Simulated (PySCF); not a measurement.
C₆H₆O₂S.
Structure used (GFN2-xTB), in Å, numbered top down from 1:
```xyz
15
C6H6O2S angstrom
C      1.8767   -1.6284   -1.0782
C      1.1880   -1.4939    0.0506
C      0.0869   -0.5631    0.2194
C     -0.6167   -0.4727    1.3608
S     -1.8607    0.7206    1.6122
C     -1.1886    1.9270    0.4297
C     -0.9910    1.2508   -0.9126
O     -1.4474    1.6746   -1.9366
O     -0.2328    0.1498   -0.9193
H      1.6420   -1.0416   -1.9496
H      2.6865   -2.3314   -1.1615
H      1.4181   -2.0842    0.9256
H     -0.4357   -1.1339    2.1884
H     -1.8961    2.7461    0.3303
H     -0.2337    2.2883    0.8190
```

Method: CAM-B3LYP/def2-SVPD in PySCF (dipole) on a GFN2-xTB geometry, gas phase.

Take the most abundant isotopes and a rigid rotor. The values belong to one conformer with, in the numbering `[CH2:1]=[CH:2][C:3]1=[CH:4][S:5][CH2:6][C:7](=[O:8])[O:9]1`, C1–C2–C3–C4 178°, C3–C4–S5–C6 -26°, C4–S5–C6–C7 54°, S5–C6–C7–O8 126°, C6–C7–O9–C3 16°.

(1) What are A, B and C (MHz)?

(2) Classify the top.

(3) Is it planar, by Δ = Ic − Ia − Ib?

(4) Where do the levels up to J = 5 lie, in MHz?

(5) Which lines would a microwave search look for?

(6) Estimate the classical rotational partition function at 25 K, 100 K and 298.15 K.

Results:

(1) Ia = 234.94, Ib = 409.91, Ic = 617.65 u·Å²; 505379 MHz·u·Å²/I gives A = 2151, B = 1233, C = 818.2 MHz.

(2) An asymmetric top: κ = (2 × 1233 − 2151 − 818.2)/(2151 − 818.2) = -0.38.

(3) Not planar: Δ = Ic − Ia − Ib = -27.20 u·Å². For a rigid frame Δ = −2 Σ m c², so Σ m c² = 13.60 u·Å² lies off the ab plane: 3.81 from hydrogen and 9.79 from heavier atoms. The atom farthest from that plane is 1.76 Å away.

(4) Above 0(0,0):
J = 1: 1(0,1) 2051, 1(1,1) 2969, 1(1,0) 3384
J = 2: 2(0,2) 6042, 2(1,2) 6657, 2(1,1) 7901, 2(2,1) 10656, 2(2,0) 10767
J = 3: 3(0,3) 11793, 3(1,3) 12126, 3(1,2) 14594, 3(2,2) 16809, 3(2,1) 17323, 3(3,1) 22499, 3(3,0) 22519
J = 4: 4(0,4) 19172, 4(1,4) 19324, 4(1,3) 23339, 4(2,3) 24925, 4(2,2) 26261, 4(3,2) 30881, 4(3,1) 31012, 4(4,1) 38609, 4(4,0) 38612
J = 5: 5(0,5) 28148, 5(1,5) 28210, 5(1,4) 33951, 5(2,4) 34934, 5(2,3) 37527, 5(3,3) 41361, 5(3,2) 41840, 5(4,2) 49111, 5(4,1) 49136, 5(5,1) 59014, 5(5,0) 59014
Those of J = 1 are B + C, A + C and A + B.

(5) The dipole components are |μa| = 0.89 D, |μb| = 3.09 D, |μc| = 1.75 D. Intensities carry the squares of the components, which stand as 0.08 : 1.00 : 0.32 (a : b : c). Some lines, for components of 0.1 D or more:

| type | branch | J(Ka,Kc) | MHz | lower level (cm⁻¹) |
| --- | --- | --- | --- | --- |
| b | Q | 2(1,1) ← 2(0,2) | 1859 | 0.202 |
| b | Q | 3(2,1) ← 3(1,2) | 2729 | 0.487 |
| c | Q | 2(2,1) ← 2(1,1) | 2755 | 0.264 |
| b | Q | 3(1,2) ← 3(0,3) | 2801 | 0.393 |
| c | R | 1(1,0) ← 0(0,0) | 3384 | 0.000 |
| a | R | 2(0,2) ← 1(0,1) | 3990 | 0.068 |
| b | Q | 3(2,2) ← 3(1,3) | 4683 | 0.404 |
| b | Q | 3(3,0) ← 3(2,1) | 5196 | 0.578 |
| a | R | 3(1,3) ← 2(1,2) | 5469 | 0.222 |
| c | R | 2(1,1) ← 1(0,1) | 5850 | 0.068 |
| a | R | 3(2,1) ← 2(2,0) | 6556 | 0.359 |
| b | R | 2(2,0) ← 1(1,1) | 7798 | 0.099 |
| b | R | 3(3,1) ← 2(2,0) | 11732 | 0.359 |
| c | R | 3(3,1) ← 2(2,1) | 11844 | 0.355 |
| b | R | 3(3,0) ← 2(2,1) | 11863 | 0.355 |

(6) Point group C1, symmetry number σ = 1; q = (√π/σ)·√((kT/h)³/(ABC)), k/h = 20836.6 MHz/K: 14300 at 25 K, 114000 at 100 K, 589000 at 298.15 K.

Not checked by GFN2-xTB frequencies. Constants of a rigid frame at the computed geometry: no zero-point averaging, no centrifugal distortion.
